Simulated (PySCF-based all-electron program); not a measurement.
The numbers below are computed, except where a source is named.
# Forces on MoCl2O2, singlet in several shapes

Method: all-electron DFT (in-house code on PySCF), basis-limit composite values; Koelling–Harmon scalar relativity, no spin–orbit coupling, spin-restricted. Forces are good to about 0.008 eV/Å. In part, a faulty basis table may shift these forces by a few meV per angstrom. Atoms are numbered as listed.

Shape A:

```json
{"atom": "Mo", "x (Å)": "0.0000", "y (Å)": "0.0000", "z (Å)": "0.0000"}
{"atom": "O", "x (Å)": "1.0070", "y (Å)": "0.0000", "z (Å)": "1.3584"}
{"atom": "O", "x (Å)": "1.0070", "y (Å)": "0.0000", "z (Å)": "-1.3584"}
{"atom": "Cl", "x (Å)": "-1.2637", "y (Å)": "1.8700", "z (Å)": "0.0000"}
{"atom": "Cl", "x (Å)": "-1.2637", "y (Å)": "-1.8700", "z (Å)": "0.0000"}
```

PBE forces:

```csv
atom,Fx,Fy,Fz (eV/Å)
Mo1,0.218,0.000,0.000
O2,-0.097,0.000,-0.133
O3,-0.097,0.000,0.133
Cl4,-0.012,0.017,0.000
Cl5,-0.012,-0.017,0.000
```

(1) What forces does r2SCAN give in shape A?

Shape B:

```xyz
5

Mo    0.0000    0.0000    0.0000
O     0.9063    0.0000    1.2226
O     1.0070    0.0000   -1.3584
Cl   -1.2637    1.8700    0.0000
Cl   -1.2637   -1.8700    0.0000
```

Against shape A, Mo1–O2 goes from 1.691 to 1.522 Å.

PBE forces:

```csv
atom,Fx,Fy,Fz (eV/Å)
Mo1,-7.588,0.000,-9.708
O2,7.478,0.000,9.903
O3,0.450,0.000,-0.304
Cl4,-0.170,0.280,0.054
Cl5,-0.170,-0.280,0.054
```

(2) What forces does r2SCAN give in shape B?

## Answers

(1) The forces move by 0.529 eV/Å (r.m.s. over the atoms) from PBE.

| atom | Fx | Fy | Fz (eV/Å) |
| --- | --- | --- | --- |
| Mo1 | 0.844 | 0.000 | 0.000 |
| O2 | -0.507 | 0.000 | -0.683 |
| O3 | -0.507 | 0.000 | 0.683 |
| Cl4 | 0.085 | -0.140 | 0.000 |
| Cl5 | 0.085 | 0.140 | 0.000 |

(2) The forces move by 0.500 eV/Å (r.m.s. over the atoms) from PBE.

| atom | Fx | Fy | Fz (eV/Å) |
| --- | --- | --- | --- |
| Mo1 | -7.003 | 0.000 | -9.714 |
| O2 | 7.093 | 0.000 | 9.373 |
| O3 | 0.071 | 0.000 | 0.225 |
| Cl4 | -0.080 | 0.137 | 0.058 |
| Cl5 | -0.080 | -0.137 | 0.058 |
